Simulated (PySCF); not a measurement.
C₂H₆Be, SMILES [CH3][Be][CH3] (connectivity only; charge and spin as stated), charge +1, multiplicity 2.

Coordinates come from a PBE0-D3(BJ)/def2-TZVP optimisation. The spin state was assumed, not searched. The isomer is the one that the SMILES or the coordinates give; other isomers of the formula were not compared.

Level of theory: TDA-B3LYP/def2-SVPD run with PySCF.

Vertical excitations; the highest root listed may be one member of a degenerate set. Gas-phase values at a fixed geometry.

| state | energy (eV) | λ (nm) | f | main pairs |
|---|---|---|---|---|
| root 1 | 2.08 | 596 | 0.254 | β HOMO→LUMO 94 % |
| root 2 | 3.55 | 349 | 0.002 | β HOMO−1→LUMO (degenerate set) |
| root 3 | 3.55 | 349 | 0.002 | β HOMO−2→LUMO (degenerate set) |
| root 4 | 3.76 | 330 | 0.000 | β HOMO−3→LUMO (degenerate set) |
| root 5 | 3.76 | 330 | 0.000 | β HOMO−4→LUMO (degenerate set) |
| root 6 | 6.18 | 201 | 0.029 | α HOMO−1→LUMO+1, β HOMO→LUMO+2 (degenerate set) |
| root 7 | 6.18 | 201 | 0.029 | α HOMO−1→LUMO, β HOMO→LUMO+1 (degenerate set) |
| root 8 | 7.19 | 172 | 0.000 | α HOMO→LUMO (degenerate set) |
| root 9 | 7.19 | 172 | 0.000 | α HOMO→LUMO+1 (degenerate set) |
| root 10 | 7.76 | 160 | 0.000 | α HOMO−1→LUMO+2 6 %, β HOMO→LUMO+3 91 % |
Unrestricted roots are not spin-pure.
